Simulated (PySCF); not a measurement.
C3H5ClOSi.

```xyz
11

Cl    -1.9451    -0.7399     0.6610
Si    -0.3663    -0.2802    -0.6250
C      1.2660    -0.9537    -0.1375
C      2.0336     0.0969     0.2462
O      1.6066     1.3696     0.1889
C      0.2781     1.5005    -0.3723
H     -0.8867    -0.5561    -1.9903
H      1.6477    -1.9725    -0.0598
H      3.0562     0.0391     0.6383
H     -0.3171     2.1180     0.3182
H      0.3751     2.0535    -1.3226
```

The structure is a stationary point at r2SCAN-D4/def2-SVP. The structure was generated by enumeration; whether it is a known compound was not checked. Other conformers were not sampled.

Computed with PBE/pcSseg-1 run with PySCF. Non-relativistic, no solvent.

Computed absolute GIAO shielding of each atom: isotropic value and principal components (ppm):
```tsv
atom	σ(iso)	σ11	σ22	σ33	span
Cl1	881.1	825.9	846.5	970.9	145.0
Si2	318.7	268.4	338.3	349.6	81.2
C3	86.6	-8.7	107.3	161.1	169.8
C4	6.4	-101.1	34.8	85.4	186.5
O5	142.5	18.0	166.4	243.2	225.2
C6	112.9	84.4	90.9	163.3	78.9
H7	25.1	20.9	23.9	30.7	9.8
H8	26.2	25.2	26.4	27.0	1.8
H9	24.0	21.5	23.9	26.5	5.1
H10	27.2	23.7	26.9	31.1	7.4
H11	27.3	22.8	26.8	32.2	9.4
```
